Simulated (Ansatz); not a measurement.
Born–Oppenheimer molecular dynamics of C₂H₉BSSi (14 atoms, charge 0, multiplicity 1). It starts from a relaxed structure.

The calculation used RKS r2SCANh-D4/STO-3G in Ansatz.

```json
{"ensemble": "NVT, Langevin thermostat", "time step": "0.5 fs", "steps asked": "142", "set temperature": "1000 K", "friction": "1 /fs", "seed": "551674"}
```

First frame:

```xyz
14
Properties=species:S:1:pos:R:3
B -1.586 2.094 1.088
C -1.017 0.844 0.347
S -0.136 -0.342 1.409
C 0.340 -1.538 0.111
Si 1.723 -1.007 -1.054
H -1.172 2.432 2.132
H -2.414 2.744 0.568
H -0.325 1.276 -0.406
H -1.798 0.344 -0.250
H -0.550 -1.822 -0.469
H 0.660 -2.444 0.640
H 1.358 0.195 -1.763
H 2.929 -0.757 -0.306
H 1.974 -2.049 -2.020
```

**Question.** How far do the bonds stretch over the last three quarters of this one trajectory? (Pairs bonded in most of those frames.)

**Answer.** 
| bond | mean (Å) | spread (Å) | shortest | longest |
| --- | --- | --- | --- | --- |
| B1–C2 | 1.563 | 0.022 | 1.53 | 1.62 |
| B1–H6 | 1.160 | 0.056 | 1.07 | 1.27 |
| B1–H7 | 1.170 | 0.051 | 1.04 | 1.29 |
| C2–S3 | 1.812 | 0.045 | 1.75 | 1.91 |
| C2–H8 | 1.108 | 0.042 | 0.99 | 1.20 |
| C2–H9 | 1.096 | 0.022 | 1.05 | 1.15 |
| S3–C4 | 1.846 | 0.057 | 1.78 | 1.94 |
| C4–Si5 | 1.887 | 0.052 | 1.81 | 1.96 |
| C4–H10 | 1.085 | 0.050 | 1.00 | 1.21 |
| C4–H11 | 1.100 | 0.052 | 1.00 | 1.19 |
| Si5–H12 | 1.502 | 0.036 | 1.45 | 1.58 |
| Si5–H13 | 1.483 | 0.050 | 1.37 | 1.59 |
| Si5–H14 | 1.418 | 0.049 | 1.29 | 1.51 |

Mean temperature of the second half: 948 K. A run of 0.071 ps of so small a system gives no equilibrium averages. The friction is so strong that the motion is overdamped, so the time scale means little. Limits of this set-up: minimal basis.

The run took 8.4 min on 1 thread of AMD EPYC 7R43 64-Core Processor (Zen 3) (shared host), peak memory 0.12 GiB.
